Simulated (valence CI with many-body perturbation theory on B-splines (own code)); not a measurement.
## E1 line list for Eu⁵⁵⁺

Computed by relativistic CI+MBPT: six valence electrons over a frozen Dirac-Fock core [He], radial functions for each j: 9 s, 9 p, 8 d, 6 f, 3 g, 1 h, with the one-electron correlation potential Σ1 (screened to all orders), the two-electron term Σ2, the three-electron term Σ3, Breit, model QED; selected single and double excitations, second order for the rest, scaled by the run's own slope (own B-spline code, finite nucleus).

No measured spectrum was set against this ion. As an estimate, large intervals hold to a few tenths of a per cent, small ones and those within an open d or f shell to about a per cent. Among the levels kept, up to 2100 cm⁻¹ of a level comes from second order outside the variational space, and about a tenth of that is noise between levels of different J, which matters for small intervals.

Lines 51 to 100 of 206 in falling wavelength, among levels below 534.43 Ry, chosen from the strongest by gf and those to the six lowest levels. Wavelengths and rates use the calculated energies. Electric multipoles are in the length gauge with retardation, E1 and E2 with the static RPA response of the core. Weak lines are less certain than strong ones. Lines between different terms over intervals too small for the method are left out, as are lines whose strength nearly cancels. The highest levels of a list are the least certain.

Levels are named by their leading jj configuration (3d3/2^4 stands for four electrons in 3d with j = 3/2), which in mixed levels can hold well under half, so a name can repeat and another be missing. Letters in brackets count levels of one name in rising energy.

```tsv
λ vac (nm)	Upper	Lower	A (s⁻¹)	S (a.u.) with core polarisation	S without
4.147	(2s^2 2p1/2 2p3/2^2 3d3/2) J=3	(2s^2 2p1/2 2p3/2^2 3p1/2) J=2 [a]	2.50e+11	6.15e-02	6.15e-02
4.147	(2s^2 2p1/2^2 2p3/2 3d3/2) J=1	(2s^2 2p1/2^2 2p3/2 3p1/2) J=2	5.20e+10	5.49e-03	5.49e-03
4.135	(2s^2 2p1/2 2p3/2^2 3d3/2) J=2 [a]	(2s^2 2p1/2 2p3/2^2 3p1/2) J=1 [a]	1.35e+11	2.36e-02	2.36e-02
4.130	(2s^2 2p1/2 2p3/2^2 3d3/2) J=0	(2s^2 2p1/2 2p3/2^2 3p1/2) J=1 [a]	2.77e+11	9.64e-03	9.64e-03
4.122	(2s^2 2p1/2^2 2p3/2 3d3/2) J=1	(2s^2 2p1/2^2 2p3/2 3p1/2) J=1	2.31e+11	2.40e-02	2.40e-02
4.101	(2s^2 2p1/2^2 2p3/2 3p3/2) J=2	(2s^2 2p1/2^2 2p3/2 3s) J=1	2.32e+11	3.94e-02	3.94e-02
4.094	(2s^2 2p1/2^2 2p3/2 3d3/2) J=0	(2s^2 2p1/2^2 2p3/2 3p1/2) J=1	2.89e+11	9.78e-03	9.78e-03
4.091	(2s 2p1/2^2 2p3/2^2 3s) J=2 [a]	(2s^2 2p1/2 2p3/2^2 3s) J=2 [a]	5.09e+10	8.60e-03	8.60e-03
4.089	(2s 2p1/2^2 2p3/2^3) J=2	(2s^2 2p1/2 2p3/2^3) J=2	2.79e+10	4.71e-03	4.72e-03
4.025	(2s 2p1/2^2 2p3/2^2 3s) J=1 [a]	(2s^2 2p1/2 2p3/2^2 3s) J=1 [b]	5.90e+10	5.70e-03	5.70e-03
4.014	(2s^2 2p1/2 2p3/2^2 3d3/2) J=2 [b]	(2s^2 2p1/2 2p3/2^2 3p1/2) J=3	3.45e+10	5.50e-03	5.50e-03
4.001	(2s^2 2p1/2^2 2p3/2 3p3/2) J=2	(2s^2 2p1/2^2 2p3/2 3s) J=2	2.21e+11	3.48e-02	3.49e-02
3.984	(2s 2p1/2^2 2p3/2^2 3s) J=1 [a]	(2s^2 2p1/2 2p3/2^2 3s) J=0	8.15e+10	7.63e-03	7.64e-03
3.976	(2s^2 2p1/2 2p3/2^2 3p3/2) J=3 [b]	(2s^2 2p1/2 2p3/2^2 3s) J=2 [a]	4.52e+10	9.82e-03	9.82e-03
3.954	(2s 2p1/2^2 2p3/2^2 3s) J=1 [b]	(2s^2 2p1/2 2p3/2^2 3s) J=1 [b]	1.00e+11	9.19e-03	9.20e-03
3.943	(2s^2 2p1/2 2p3/2^2 3p3/2) J=2 [b]	(2s^2 2p1/2 2p3/2^2 3s) J=2 [b]	2.82e+11	4.27e-02	4.27e-02
3.915	(2s 2p1/2^2 2p3/2^2 3s) J=1 [b]	(2s^2 2p1/2 2p3/2^2 3s) J=0	1.23e+11	1.09e-02	1.09e-02
3.903	(2s^2 2p1/2 2p3/2^2 3p3/2) J=1 [b]	(2s^2 2p1/2 2p3/2^2 3s) J=1 [a]	1.94e+11	1.71e-02	1.71e-02
3.896	(2s^2 2p3/2^4) J=0	(2s 2p1/2^2 2p3/2^3) J=1	3.12e+09	9.10e-05	9.11e-05
3.860	(2s 2p1/2^2 2p3/2^3) J=2	(2s^2 2p1/2 2p3/2^3) J=1	3.58e+10	5.08e-03	5.09e-03
3.859	(2s^2 2p1/2 2p3/2^2 3p3/2) J=2 [b]	(2s^2 2p1/2 2p3/2^2 3s) J=3	5.77e+10	8.18e-03	8.18e-03
3.834	(2s^2 2p1/2^2 2p3/2 3p3/2) J=0	(2s^2 2p1/2^2 2p3/2 3s) J=1	5.55e+11	1.54e-02	1.54e-02
3.785	(2s^2 2p1/2 2p3/2^2 3p3/2) J=1 [b]	(2s^2 2p1/2 2p3/2^2 3s) J=2 [a]	7.54e+10	6.05e-03	6.05e-03
3.745	(2s^2 2p1/2 2p3/2^2 3p3/2) J=2 [c]	(2s^2 2p1/2 2p3/2^2 3s) J=2 [b]	8.62e+10	1.12e-02	1.12e-02
3.596	(2s 2p1/2^2 2p3/2^2 3s) J=1 [a]	(2s^2 2p1/2 2p3/2^2 3s) J=2 [b]	9.90e+10	6.82e-03	6.83e-03
3.578	(2s 2p1/2^2 2p3/2^2 3s) J=2 [b]	(2s^2 2p1/2 2p3/2^2 3s) J=2 [b]	6.32e+10	7.15e-03	7.15e-03
3.539	(2s 2p1/2^2 2p3/2^2 3s) J=1 [b]	(2s^2 2p1/2 2p3/2^2 3s) J=2 [b]	1.03e+11	6.74e-03	6.74e-03
3.510	(2s 2p1/2^2 2p3/2^2 3s) J=2 [b]	(2s^2 2p1/2 2p3/2^2 3s) J=3	1.07e+11	1.14e-02	1.15e-02
3.352	(2s 2p1/2^2 2p3/2^3) J=1	(2s^2 2p1/2 2p3/2^3) J=2	7.84e+10	4.37e-03	4.38e-03
3.281	(2p1/2^2 2p3/2^4) J=0	(2s 2p1/2 2p3/2^4) J=1	3.25e+11	5.66e-03	5.67e-03
3.196	(2s 2p1/2^2 2p3/2^3) J=1	(2s^2 2p1/2 2p3/2^3) J=1	2.58e+10	1.25e-03	1.25e-03
1.351	(2s 2p1/2^2 2p3/2^2 3s) J=3	(2s^2 2p1/2^2 2p3/2 3s) J=2	4.82e+11	4.11e-03	4.12e-03
1.331	(2s 2p1/2^2 2p3/2^2 3p1/2) J=3	(2s^2 2p1/2^2 2p3/2 3p1/2) J=2	6.06e+11	4.93e-03	4.94e-03
1.329	(2s 2p1/2^2 2p3/2^2 3p1/2) J=2	(2s^2 2p1/2^2 2p3/2 3p1/2) J=1	5.94e+11	3.44e-03	3.45e-03
1.251	(2s 2p1/2^2 2p3/2^3) J=2	(2s^2 2p1/2^2 2p3/2^2) J=2	2.42e+12	1.17e-02	1.17e-02
1.243	(2s^2 2p1/2 2p3/2^2 3p3/2) J=1 [c]	(2s^2 2p1/2^2 2p3/2 3s) J=2	6.80e+11	1.93e-03	1.93e-03
1.239	(2s 2p1/2 2p3/2^4) J=0	(2s^2 2p1/2 2p3/2^3) J=1	4.82e+12	4.52e-03	4.53e-03
1.227	(2s 2p1/2^2 2p3/2^3) J=1	(2s^2 2p1/2^2 2p3/2^2) J=0	1.50e+12	4.12e-03	4.13e-03
1.219	(2s 2p1/2 2p3/2^4) J=1	(2s^2 2p1/2 2p3/2^3) J=2	4.67e+12	1.25e-02	1.25e-02
1.214	(2s 2p1/2^2 2p3/2^2 3s) J=1 [a]	(2s^2 2p1/2^2 2p3/2 3s) J=1	1.22e+12	3.22e-03	3.23e-03
1.212	(2s 2p1/2^2 2p3/2^2 3s) J=2 [b]	(2s^2 2p1/2^2 2p3/2 3s) J=1	5.03e+11	2.21e-03	2.21e-03
1.209	(2p1/2^2 2p3/2^4) J=0	(2s 2p1/2^2 2p3/2^3) J=1	9.67e+12	8.43e-03	8.45e-03
1.207	(2s 2p1/2^2 2p3/2^2 3s) J=1 [b]	(2s^2 2p1/2^2 2p3/2 3s) J=1	2.53e+12	6.58e-03	6.59e-03
1.205	(2s 2p1/2^2 2p3/2^2 3s) J=1 [a]	(2s^2 2p1/2^2 2p3/2 3s) J=2	2.06e+12	5.34e-03	5.35e-03
1.203	(2s 2p1/2^2 2p3/2^2 3s) J=2 [b]	(2s^2 2p1/2^2 2p3/2 3s) J=2	3.69e+12	1.58e-02	1.59e-02
1.197	(2s 2p1/2 2p3/2^4) J=1	(2s^2 2p1/2 2p3/2^3) J=1	7.96e+11	2.02e-03	2.03e-03
1.196	(2s 2p1/2^2 2p3/2^2 3s) J=0	(2s^2 2p1/2^2 2p3/2 3s) J=1	2.44e+12	2.06e-03	2.06e-03
1.172	(2s 2p1/2^2 2p3/2^3) J=1	(2s^2 2p1/2^2 2p3/2^2) J=2	4.62e+12	1.10e-02	1.10e-02
0.7479	(2s 2p1/2 2p3/2^4) J=1	(2s^2 2p1/2^2 2p3/2^2) J=0	9.78e+08	6.06e-07	6.07e-07
0.7269	(2s 2p1/2 2p3/2^4) J=1	(2s^2 2p1/2^2 2p3/2^2) J=2	5.34e+10	3.04e-05	3.04e-05
```
